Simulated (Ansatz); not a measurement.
Reaction (redistribution): `C[CH2][GeH]([OH])[OH]` + `CO[SiH](N)[SiH3]` → `C[O][GeH]([OH])[OH]` + `CC[SiH](N)[SiH3]`

Computed with Ansatz on PBE0-D4/def2-TZVP structures; ΔE is electronic, products minus reactants. CCSD(T)/CBS adds triple-zeta CCSD(T) − MP2 to the extrapolated MP2 energy (def2 sets, frozen cores). DFT in def2-TZVPP. B3LYP here is the variant with VWN-RPA as its local correlation; programs differ in this. For Ge outer-core shells are correlated without core-valence functions, which leaves a few kJ/mol of doubt a bond. Scalar relativity is left out up to krypton. One conformer a species, not always the lowest.

(1) Is it downhill or uphill in electronic energy at CCSD(T)/CBS, and by how much? (Estimate.)

(2) What do these levels give: PBE-D4, B3LYP-D4, ωB97M-V, PBE, B3LYP, HF/def2-TZVPP, MP2/def2-TZVPP, CCSD/def2-TZVPP, CCSD(T)/def2-TZVPP, SCS-MP2/def2-QZVPP, HF/CBS(def2), CCSD/CBS(def2)? (Estimate.)

Largest T1 diagnostic among the species: 0.012.

## Answers

(1) Ansatz gave: Uphill: ΔE = +56.2 kJ/mol.

(2) Ansatz gave: PBE-D4 51.5, B3LYP-D4 55.5, ωB97M-V 54.6, PBE 51.5, B3LYP 55.5, HF/def2-TZVPP 52.0, MP2/def2-TZVPP 53.4, CCSD/def2-TZVPP 52.8, CCSD(T)/def2-TZVPP 52.0, SCS-MP2/def2-QZVPP 54.5, HF/CBS(def2) 52.0, CCSD/CBS(def2) 57.0 kJ/mol.
